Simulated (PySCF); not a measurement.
This PySCF input asks for the NMR shieldings of `InChI=1S/C6H13NO2Si/c1-2-3-5-4-10(9-5)6(7)8/h5,10H,2-4H2,1H3,(H2,7,8)/t5-,10-/m1/s1`; the geometry comes from GFN2-xTB.

```python
import basis_set_exchange as bse
import numpy as np
from pyscf import gto, dft
from pyscf.prop import nmr

atoms = """
C     3.067309    1.044923    1.032859
C     2.328322   -0.136378    0.416427
C     0.850862   -0.139363    0.801457
C     0.097404   -1.286058    0.151640
C    -0.178663   -1.139484   -1.349837
Si   -1.994945   -1.423136   -0.839154
C    -3.347067   -0.077081   -0.999519
N    -3.274706    0.935474   -0.107906
O    -4.209803   -0.129976   -1.853142
O    -1.254091   -1.344249    0.646513
H     2.995275    1.015889    2.117747
H     4.119153    1.022590    0.758526
H     2.642866    1.984642    0.686345
H     2.787266   -1.069371    0.750635
H     2.417858   -0.095747   -0.671092
H     0.749715   -0.229474    1.885315
H     0.385290    0.801757    0.498152
H     0.577924   -2.238863    0.390031
H     0.086045   -0.155622   -1.726599
H     0.297993   -1.893229   -1.966140
H    -2.522129   -2.741147   -1.178446
H    -2.629709    0.887695    0.661399
H    -3.996921    1.640502   -0.095133
"""
names = dict.fromkeys(["C", "Si", "N", "O", "H"], "pcSseg-1")
basis = {el: gto.basis.parse(bse.get_basis(n, elements=[el], fmt="nwchem")) for el, n in names.items()}
mol = gto.M(atom=atoms, basis=basis, charge=0, verbose=0)
mf = dft.RKS(mol, xc="PBE0")
mf.grids.level = 2
mf.grids.alignment = dft.numint.BLKSIZE   # the property module wants whole blocks of grid points
mf.conv_tol = 1e-9
mf.kernel()

calc = nmr.RKS(mf)   # GIAO
C = mf.mo_coeff
Co = C[:, mf.mo_occ > 0]
resp = mf.gen_response(singlet=True, hermi=2)
def vind(x):   # induced exchange potential for any number of trial vectors
    d = np.einsum("pi,xij,qj->xpq", C, 2 * x.reshape(-1, C.shape[1], Co.shape[1]), Co, optimize=True)
    return np.einsum("xpq,pi,qj->xij", resp(d - d.transpose(0, 2, 1)), C, Co, optimize=True).ravel()
mo1, _ = nmr.rhf.solve_mo1(calc, with_cphf=vind)
sigma = calc.kernel(mo1)
for i, s in enumerate(sigma):   # ppm
    w = np.linalg.eigvalsh((s + s.T) / 2)
    print("%2d %-2s iso %8.1f  s11 %8.1f  s22 %8.1f  s33 %8.1f" % (i, mol.atom_pure_symbol(i), w.mean(), *w))
```

Problem. What does it print?

Solution. 
```
 0 C  iso    170.1  s11    159.1  s22    163.4  s33    187.9
 1 C  iso    165.4  s11    156.1  s22    168.0  s33    172.2
 2 C  iso    137.8  s11    116.2  s22    131.9  s33    165.2
 3 C  iso    105.6  s11     73.8  s22     92.9  s33    149.9
 4 C  iso    158.2  s11    128.5  s22    151.1  s33    195.1
 5 Si iso    355.3  s11    303.4  s22    358.6  s33    403.9
 6 C  iso      5.6  s11    -80.5  s22     -0.7  s33     98.0
 7 N  iso    134.3  s11     10.0  s22    163.6  s33    229.3
 8 O  iso   -155.3  s11   -552.7  s22   -257.2  s33    344.0
 9 O  iso    237.4  s11    193.2  s22    246.7  s33    272.3
10 H  iso     30.7  s11     26.4  s22     28.8  s33     36.8
11 H  iso     30.4  s11     25.6  s22     27.5  s33     38.0
12 H  iso     30.8  s11     26.3  s22     29.4  s33     36.6
13 H  iso     30.6  s11     25.2  s22     30.3  s33     36.2
14 H  iso     30.5  s11     25.3  s22     31.8  s33     34.6
15 H  iso     29.7  s11     25.7  s22     30.0  s33     33.3
16 H  iso     30.4  s11     26.7  s22     31.0  s33     33.3
17 H  iso     27.0  s11     24.1  s22     27.5  s33     29.4
18 H  iso     30.0  s11     27.2  s22     29.5  s33     33.4
19 H  iso     29.5  s11     26.3  s22     27.0  s33     35.1
20 H  iso     26.2  s11     22.9  s22     24.4  s33     31.3
21 H  iso     25.5  s11     20.6  s22     27.0  s33     28.8
22 H  iso     26.4  s11     21.4  s22     23.8  s33     34.1
```

These numbers come from an equivalent density-fitted implementation of the same equations, which agrees with the script to about 0.01 ppm for H and up to a few tenths of a ppm for heavy atoms, so last digits may differ.

Size and cost of the density-fitted run: 242 basis functions, 3.8 min wall time (3.2 min CPU) on 1 thread of an Intel Xeon, shared host; peak memory 1.1 GiB.
